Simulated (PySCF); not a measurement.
Two-component Hartree-Fock for Pm²⁺ (promethium, charge +2)

Start: [Xe] 4f5; 4f5/2 filled at m_j = -3/2, -1/2, +1/2, +3/2, +5/2. Calculated with PySCF 2.14 in x2c-TZVPPall-2c: generalised Hartree-Fock with the X2C-1e Hamiltonian and a Gaussian nucleus; one run each with spin-orbit coupling (SO) switched off, then screened by Boettger's factors.

```csv
spinor shell,electrons,"ε, spin-free (eV)","ε, screened SO (eV)",weight of nominal j (screened SO),"rms radius, screened SO (bohr)"
1s1/2,2,-45419.9,-45412.7,1.000,0.0264
2s1/2,2,-7510.2,-7507.9,1.000,0.107
2p1/2,2,-6701.9,-7095.3,1.000,0.0918
2p3/2,4,-6701.9,-6530.9,1.000,0.0979
3s1/2,2,-1695.4,-1694.6,1.000,0.277
3p1/2,2,-1436.1,-1517.1,1.000,0.269
3p3/2,4,-1436.1,-1400.4,1.000,0.282
3d3/2,4,-1080.2,-1095.3,0.996,0.254
4s1/2,2,-368.12,-367.88,1.000,0.630
4p1/2,2,-280.41,-299.56,0.976,0.651
4p3/2,4,-280.41,-271.79,0.988,0.678
4d3/2,4,-153.28,-160.88,0.712,0.742
4d5/2,6,-153.28,-147.99,0.808,0.746
5s1/2,2,-64.522,-64.483,1.000,1.56
5p1/2,2,-41.008,-44.110,0.918,1.74
5p3/2,4,-41.008,-39.608,0.959,1.85
4f5/2,5,-25.584,-25.571,0.629,1.10
```

Question: Where does 3d5/2 lie, and what is the 3d spin-orbit splitting (screened SO)?

Answer: At -1069.4 eV, 25.864 eV above 3d3/2.

```
   quantity     spin-free   screened SO
E (hartree)  -10013.20994  -10018.57261
        M_J           5/2           5/2
       ⟨J²⟩        13.768        13.173
       ⟨L²⟩        30.012        29.873
       ⟨S²⟩         8.756         8.712
```

The determinant has a definite M_J but mixes levels of different J.

Each row is a mean over spinors that exchange with the open shell spreads, by up to 8.505 eV (4d3/2).

Rows whose weight is well below 1 are mixtures of j = l ± 1/2: exchange outweighs spin-orbit coupling there, and the label is only the starting occupation.

Breit and QED terms are absent; they matter most for the inner s and p1/2 levels.

Densities and radii are taken from the X2C orbitals without a picture-change correction, which distorts them close to the nucleus.

Without spin-orbit coupling the j labels of p, d and f shells carry no meaning; the spin-free column gives the mean over the occupied spinors of each nl shell, and its ⟨J²⟩ belongs to a mixture of degenerate components.
